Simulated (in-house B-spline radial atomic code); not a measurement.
**Sb VII (Sb6+): [Kr] 4d9**

Computed with a radial B-spline atomic code at the basis-set limit: non-relativistic RPBE, spin-polarised, spherical fractional occupations, point nucleus.

Z_r = [3n² - l(l+1)]/(2<r>); Z_e = n√(-2ε); the last column is Slater's effective charge. Values are occupation-weighted means over spin.

```tsv
shell	electrons	ε (eV)	<r> (bohr)	Z_r	Z_e	Slater
1s	2	-29254	0.02982	50.31	46.37	50.70
2s	2	-4416.3	0.1287	46.63	36.03	46.85
2p	6	-4142.6	0.1097	45.59	34.90	46.85
3s	2	-927.69	0.3438	39.27	24.77	39.75
3p	6	-814.13	0.3345	37.37	23.21	39.75
3d	10	-603.66	0.3053	34.39	19.98	29.85
4s	2	-215.58	0.8136	29.50	15.92	23.25
4p	6	-176.77	0.8527	26.97	14.42	23.25
4d	9	-111.15	0.9692	21.67	11.43	12.20
```

The least bound orbital is 4d down at -110.6 eV, and it is also the most diffuse (<r> = 0.9701 bohr).
